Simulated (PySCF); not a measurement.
Gas-phase reaction: Ga2H6 + 2 NH2 → 2 GaNH2 + 6 H

Computed with PySCF and rigid-rotor harmonic-oscillator thermochemistry at 1 bar. † marks an energy on the PBE0/def2-TZVP geometry and frequencies; other levels use their own. MP2 and CCSD(T) freeze the core. 6-31G* has spherical d functions here. Open shells (unrestricted): NH2 (multiplicity 2), H (multiplicity 2); the rest are closed-shell singlets. B3LYP is the form with VWN-RPA correlation. Ga: all electrons, no relativistic terms. Ga2H6, GaNH2: computed as isolated molecules; such fragments, hydroxides, amides, oligomers or adducts are transient or little studied in the gas. MP2 isn't extrapolated to the basis-set limit; its ΔH°(298 K) is 839.5 kJ in def2-SVP and 880.8 kJ in def2-TZVPP. CCSD(T) isn't extrapolated to the basis-set limit; its ΔH°(298 K) is 928.2 kJ in def2-SVP and 982.0 kJ in def2-TZVPP. The harmonic model lacks anharmonicity and excited electronic states, which grow with temperature; levels with a mode under 35 cm⁻¹ are left out.

ΔH° and ΔS° at 298 K: B3LYP/def2-TZVP† 945 kJ, 505 J/K; CCSD(T)/def2-SVP† 928 kJ, 505 J/K; HF/6-31G* 795 kJ, 503 J/K; MP2/def2-SVP† 840 kJ, 505 J/K.

Q: With the heat capacities included, give log10 K (1 bar) at 600, 1400, 1600, 1800, 2500 K from B3LYP/def2-TZVP†, CCSD(T)/def2-SVP†, HF/6-31G*, MP2/def2-SVP†.

A: 
| T (K) | B3LYP/def2-TZVP† | CCSD(T)/def2-SVP† | HF/6-31G* | MP2/def2-SVP† |
|---|---|---|---|---|
| 600 | -55.2 | -53.8 | -42.3 | -46.1 |
| 1400 | -6.9 | -6.3 | -1.5 | -3.0 |
| 1600 | -2.4 | -1.8 | 2.4 | 1.1 |
| 1800 | 1.2 | 1.7 | 5.4 | 4.2 |
| 2500 | 9.1 | 9.5 | 12.2 | 11.3 |
